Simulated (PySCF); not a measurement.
Working out the excitation energy of Ne(2+)

Ne(2+) [He] 2s2 2p4 (3P) → Ne(2+) [He] 2s2 2p3 3d1 (5D). All numbers are calculated (PySCF 2.14, no relativity, point nucleus, in aug-cc-pVDZ). Frozen: 1s2. Energies in hartree (1 hartree = 27.21139 eV):

```json
{"part": "UHF", "Ne(2+) (lower)": "-126.321875", "Ne(2+) (upper)": "-124.083444"}
{"part": "MP2 opposite-spin", "Ne(2+) (lower)": "-0.074464", "Ne(2+) (upper)": "-0.054939"}
{"part": "MP2 same-spin", "Ne(2+) (lower)": "-0.023173", "Ne(2+) (upper)": "-0.019826"}
```

Q: What does Hartree-Fock give?

A: (-124.083444) − (-126.321875) = 2.238431 hartree = 60.911 eV.

Q: What do MP2 and SCS-MP2 (6/5 opposite-spin, 1/3 same-spin) give?

A: The opposite-spin parts differ by 0.531 eV and the same-spin parts by 0.091 eV. MP2: 60.911 + (0.531) + (0.091) = 61.533 eV. SCS-MP2: 60.911 + 1.2 × (0.531) + (0.091)/3 = 61.579 eV.

A double-zeta basis recovers only part of the correlation energy.
